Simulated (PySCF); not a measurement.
Species: C3H11BF2P2.
Structure used (PBE0-D3(BJ)/def2-SVP), in Å, numbered top down from 1:
```
atom  x, y, z in Å
C1    -1.1983    1.6408    0.0767
B2    -0.5161    0.1643    0.0335
C3    -0.8564   -0.6933   -1.3065
C4    -0.6602   -0.6822    1.4166
P5     1.3749    0.5341   -0.0912
F6     1.9206    1.4295    1.1107
F7     1.7733    1.4558   -1.3312
P8     2.9640   -0.9883   -0.2016
H9    -0.8973    2.2551    0.9408
H10   -2.2873    1.4802    0.1658
H11   -1.0391    2.2371   -0.8364
H12   -0.6461   -0.1651   -2.2515
H13   -1.9431   -0.8870   -1.2915
H14   -0.3679   -1.6820   -1.3528
H15   -0.1668   -1.6695    1.4047
H16   -0.3260   -0.1441    2.3193
H17   -1.7378   -0.8803    1.5529
H18    2.3448   -1.7158    0.8614
H19    2.2306   -1.6858   -1.2109
```

Level: PBE0/pcSseg-1 and B3LYP/def2-SVPD in PySCF, non-relativistic, on one gas-phase PBE0-D3(BJ)/def2-SVP geometry that isn't relaxed in the solvent. The solvent is an IEF-PCM continuum (Bondi radii, 1.10 Å for H, scaled by 1.2). Only the electrostatic response of the medium enters.

Gas phase at PBE0/pcSseg-1: HOMO -7.87 eV, LUMO -0.98 eV, dipole 2.58 D.

Problem. What does the continuum do to the energy, the frontier levels and the dipole at PBE0/pcSseg-1 in chloroform and dimethylsulfoxide?

Solution. 
| solvent | ε | E(solvent) − E(gas) (kcal/mol) | polarisation term (kcal/mol) | distortion of the solute (kcal/mol) | HOMO (eV) | LUMO (eV) | dipole (D) |
| --- | --- | --- | --- | --- | --- | --- | --- |
| chloroform | 4.711 | -3.49 | -3.93 | 0.44 | -7.68 | -0.63 | 3.36 |
| dimethylsulfoxide | 46.83 | -5.05 | -6.02 | 0.97 | -7.63 | -0.50 | 3.72 |

The polarisation term is half the interaction of the solute with the surface charges that it induces; the rest is the cost of distorting the solute's density. The sum is the electrostatic part of solvation alone. From chloroform to dimethylsulfoxide the lowering changes by a factor 1.45, Onsager's factor (ε − 1)/(2ε + 1) by 1.36 and ε itself by 9.9.

Problem. Which radius a makes the point-dipole formula ΔE = −[(ε − 1)/(2ε + 1)]·μ²/a³ give the value in dimethylsulfoxide, with the gas-phase dipole?

Solution. μ = 1.015 au and |ΔE| = 0.00805 Eh give a = 2.09 Å; the farthest nucleus lies 3.13 Å from the centroid of the nuclei, so such a sphere wouldn't even hold the nuclei. The formula assumes a rigid point dipole at the centre of a sphere.

Problem. Give the dipole vector in the frame of the coordinates (D, pointing from negative to positive charge), gas and dimethylsulfoxide.

Solution. Gas (1.76, -1.88, -0.14), solvent (2.52, -2.72, -0.21). Its length changes by +44 % and its direction by less than 1°.

Problem. Which IAO charges (PBE0/pcSseg-1) respond most in chloroform (means over atoms taken as equivalent)?

Solution. 
```tsv
atoms	environment	gas (e)	solvent (e)	change
H18/H19	P–H hydrogen	+0.017	+0.030	+0.013
F6/F7	phosphorus-bound fluorine	-0.465	-0.470	-0.005
C1/C3/C4	sp3 carbon bound to boron	-0.537	-0.540	-0.003
P8	three-coordinate phosphorus	+0.015	+0.016	+0.001
P5	phosphorus bonded to B, 2 F and P	+1.436	+1.438	+0.002
H9 (×9)	methyl hydrogen	+0.132	+0.131	-0.001
B2	four-coordinate boron	-0.130	-0.131	-0.001
```

Gas phase at B3LYP/def2-SVPD: HOMO -7.66 eV, LUMO -1.23 eV, dipole 2.72 D.

Problem. What does the continuum do to the energy, the frontier levels and the dipole at B3LYP/def2-SVPD in chloroform?

Solution. 
```tsv
solvent	ε	E(solvent) − E(gas) (kcal/mol)	polarisation term (kcal/mol)	distortion of the solute (kcal/mol)	HOMO (eV)	LUMO (eV)	dipole (D)
chloroform	4.711	-3.06	-3.52	0.46	-7.46	-0.86	3.55
```

Problem. How does the static polarisability (B3LYP/def2-SVPD, frozen core, with the continuum's full static response) change?

Solution. 
```json
{"medium": "gas", "isotropic (au)": "110.7", "principal values (au)": "96.7, 99.5, 136.0", "⟨r²⟩ of the electrons (bohr²)": "1461.5"}
{"medium": "chloroform", "isotropic (au)": "141.1", "principal values (au)": "123.9, 127.5, 172.0", "⟨r²⟩ of the electrons (bohr²)": "1462.3"}
```

The isotropic value in chloroform is 1.27 times the gas-phase one; no cavity-field correction is applied. ⟨r²⟩ is taken about the centre of nuclear charge.
